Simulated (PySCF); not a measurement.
Compound: SF6.
Cartesian coordinates in Å at the PBE0-D3(BJ)/def2-TZVP level; atoms count from 1:
```
atom  x, y, z in Å
F1    -0.7146    1.3662    0.3550
S2     0.0046   -0.0041    0.1214
F3     1.2833    0.7525   -0.3716
F4    -0.5402   -0.0395   -1.3457
F5     0.5497    0.0317    1.5885
F6     0.7249   -1.3738   -0.1131
F7    -1.2730   -0.7621    0.6152
```

All values: wB97X-D/pcSseg-2 (PySCF, non-relativistic), on one gas-phase PBE0-D3(BJ)/def2-TZVP geometry that isn't relaxed in the solvent. The solvent is an IEF-PCM continuum (cavity from Bondi-type radii × 1.2). Only the electrostatic response of the medium enters.

Gas phase at wB97X-D/pcSseg-2: HOMO -14.45 eV, LUMO 0.76 eV, dipole 0.01 D.

Q: What does the continuum do to the energy, the frontier levels and the dipole at wB97X-D/pcSseg-2 in chloroform?

A: 
```csv
solvent,ε,E(solvent) − E(gas) (kcal/mol),polarisation term (kcal/mol),distortion of the solute (kcal/mol),HOMO (eV),LUMO (eV),dipole (D)
chloroform,4.711,-0.27,-0.28,0.01,-14.37,0.84,0.01
```

The polarisation term is half the interaction of the solute with the surface charges that it induces; the rest is the cost of distorting the solute's density. The sum is the electrostatic part of solvation alone.

The run took 18 s wall, 43 s CPU on an Intel Xeon 6975P-C with 2 threads, no GPU, shared host with 192 logical CPUs at a one-minute load of 97, and the process peaked at 1.8 GiB of memory. This is the whole shielding run at wB97X-D/pcSseg-2 in chloroform, SCF included.

Note: wB97X-D ran without an empirical dispersion term, which enters the total energy and its gradient alone.
